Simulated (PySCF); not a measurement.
PySCF 2.14 output of an unrestricted PBE calculation on a single atom or ion in aug-cc-pVTZ-PP with one added diffuse shell each of s, p, d, f, g type with ECP60MDF (7s7p6d4f3g, 113 functions), with a scalar-relativistic core potential:

```
SCF conv_tol = 1e-09
number electrons alpha = 9  beta = 4
    J. P. Perdew, K. Burke, and M. Ernzerhof.,  Phys. Rev. Lett. 77, 3865 (1996)
    J. P. Perdew, K. Burke, and M. Ernzerhof.,  Phys. Rev. Lett. 78, 1396 (1997)
    J. P. Perdew, K. Burke, and M. Ernzerhof.,  Phys. Rev. Lett. 77, 3865 (1996)
    J. P. Perdew, K. Burke, and M. Ernzerhof.,  Phys. Rev. Lett. 78, 1396 (1997)
cycle= 1 E= -66.6361847881416  delta_E= -0.00549  |g|= 0.0149  |ddm|= 0.649
cycle= 2 E= -66.6362670368745  delta_E= -8.22e-05  |g|= 0.00774  |ddm|= 0.092
cycle= 3 E= -66.6362899655852  delta_E= -2.29e-05  |g|= 0.000282  |ddm|= 0.0242
cycle= 4 E= -66.6362901040164  delta_E= -1.38e-07  |g|= 2.5e-05  |ddm|= 0.00768
cycle= 5 E= -66.6362901058843  delta_E= -1.87e-09  |g|= 4.61e-06  |ddm|= 0.000509
cycle= 6 E= -66.6362901059452  delta_E= -6.09e-11  |g|= 5.49e-07  |ddm|= 3.39e-05
converged SCF energy = -66.6362901059452  <S^2> = 8.7508579  2S+1 = 6.000286
```

The run itself started from symmetry-adapted Hartree-Fock orbitals and held the occupation by maximum overlap, on a logarithmic radial grid, so the iterations belong to that start.

Problem. Which element, charge and spin multiplicity is this?

Solution. W⁺ (tungsten, charge +1), multiplicity 6; the state was [Xe] 4f14 5d3 6s1 7s1, high-spin 6F determinant (an excited configuration).

Energies and moments cover only the electrons outside the core potential. Spin-orbit coupling, absent here, splits the open shell strongly. The outer electron is Rydberg-like, and this basis confines it to a smaller radius and binds it less than a complete one would.
